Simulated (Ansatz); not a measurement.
Consider the redistribution: `[SiH3]N[SiH2][SeH]` + `BrC1O[SiH2]1` → `[SiH3]N[SiH2]Br` + `[SeH]C1O[SiH2]1`.

Isolated molecules relaxed with PBE0-D4/def2-TZVP in Ansatz; ΔE leaves out vibrations. CCSD(T)/CBS adds triple-zeta CCSD(T) − MP2 to the extrapolated MP2 energy (def2 sets, frozen cores). DFT in def2-TZVPP. B3LYP here is the variant with VWN-RPA as its local correlation; programs differ in this. For Br, Se outer-core shells are correlated without core-valence functions, which leaves a few kJ/mol of doubt a bond. Scalar relativity is left out up to krypton. Each species was taken in one conformer, which may not be the lowest.

`[SiH3]N[SiH2][SeH]`:

Cartesian coordinates in Å:
```
Si -0.529 -1.585 -0.497
N -0.828 0.079 -0.125
Si 0.320 1.356 -0.151
Se 2.154 0.989 1.160
H -0.299 -2.421 0.712
H -1.692 -2.153 -1.229
H 0.684 -1.625 -1.351
H -1.715 0.304 0.302
H -0.395 2.586 0.269
H 0.932 1.521 -1.491
H 1.367 0.949 2.400
```

`BrC1O[SiH2]1`:

Z-matrix (Å, degrees):
```
C
O 1 1.428
Si 1 1.806 2 61.2
Br 1 1.934 2 114.5 3 113.5
H 1 1.085 2 114.2 3 -120.8
H 3 1.475 1 120.1 2 100.6
H 3 1.477 1 122.9 2 -96.7
```

`[SiH3]N[SiH2]Br`:

Z-matrix (Å, degrees):
```
Si
N 1 1.735
H 1 1.483 2 106.5
H 1 1.487 2 112.3 3 119.9
H 1 1.486 2 110.3 3 -119.6
Si 2 1.708 1 127.2 3 -15.1
H 2 1.011 1 116.1 3 179.1
Br 6 2.235 2 113.3 1 -82.8
H 6 1.479 2 109.7 1 159.3
H 6 1.477 2 109.0 1 35.1
```

`[SeH]C1O[SiH2]1`:

Z-matrix (Å, degrees):
```
C
O 1 1.465
Si 1 1.804 2 60.2
Se 1 1.925 2 117.0 3 -118.3
H 1 1.088 2 112.3 3 115.4
H 3 1.478 1 120.0 2 -101.8
H 3 1.479 1 123.5 2 99.0
H 4 1.469 1 96.4 2 77.1
```

Question: Is it downhill or uphill in electronic energy at CCSD(T)/CBS, and by how much? (An estimate is asked.)

Answer: The calculation gave: Downhill: ΔE = -11.4 kcal/mol.

Question: What do these levels give: r2SCAN-D4, ωB97X-V, r2SCAN, B3LYP, CCSD(T)/def2-TZVPP, MP2/CBS(def2)? (Estimate.)

Answer: The calculation gave: r2SCAN-D4 -10.5, ωB97X-V -11.1, r2SCAN -10.5, B3LYP -10.8, CCSD(T)/def2-TZVPP -11.3, MP2/CBS(def2) -11.9 kcal/mol.

Largest T1 diagnostic among the species: 0.013.
